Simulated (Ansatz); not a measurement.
```yaml
crystal:
  periodic: [false, false, false]
  atoms:
    - {symbol: Br, position_ang: [-0.000000, 0.000000, -0.000000]}
basis:
  gaussian: {orbitals: "6-311G**", nuclear_model: gaussian}
total_charge: -1
hamiltonian: {xc: {name: B2PLYP}, pseudopotentials: {relativity: scalar}}
output: {forces: true}
```

```sh
$ ansatz run in.yaml --threads 2 --pin off --events-out ev --progress --plain --max-ram 32768MiB --backend cpu
```

Task: How does Ansatz answer? (Best estimate.)

Result: The calculation gave: The input was rejected before any iteration.
```
Error: <dir> can't be read: No such file or directory (os error 2)
```
